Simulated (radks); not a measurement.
Results of a calculation; reference values are marked as such.
How relativity changes the ionisation of neutral gallium ([Ar] 3d10 4s2 4p1) to Ga+ ([Ar] 3d10 4s2). Spin-unpolarised spherical Kohn-Sham, PBE, point nucleus unless stated (finite: rms radius 3.9973 fm), a radial shooting solver on a logarithmic mesh with Libxc functionals. A level marked "c x" has the speed of light scaled by that factor and shares open shells by 2j + 1; other Dirac levels either fill j = l - 1/2 first or share by 2j + 1.

level                               E(Ga) (hartree)  E(Ga+) (hartree)  IE (eV)   HOMO  <r> HOMO (bohr)
non-rel.                                -1924.56372       -1924.35344    5.722     4p            3.424
scalar-rel.                             -1943.93783       -1943.72879    5.688     4p            3.426
scalar-rel., finite nucleus             -1943.92721       -1943.71818    5.688     4p            3.426
Dirac, 2j+1 shares                      -1944.01869       -1943.80960    5.690  4p3/2            3.449
Dirac, low j first                      -1944.02152       -1943.80960    5.767  4p1/2            3.388
Dirac, 2j+1 shares, finite nucleus      -1944.00807       -1943.79897    5.690  4p3/2            3.449
Dirac, c x 0.85                         -1951.76070       -1951.55205    5.678  4p3/2            3.459
Dirac, c x 5                            -1925.32328       -1925.11305    5.721  4p3/2            3.425
Dirac, c x 10                           -1924.75347       -1924.54320    5.722  4p3/2            3.425

NIST Atomic Spectra Database: 5.999 eV (measured). The relativistic part of the total energy of Ga is -19.44 hartree (Dirac, 2j+1 shares, finite nucleus), 1 % of the non-relativistic value. Spin polarisation and multiplet splitting of open shells are left out at every level.

Beside tabulated values, note that spin-unpolarised runs miss the spin-polarisation part of the exchange energy of open shells.
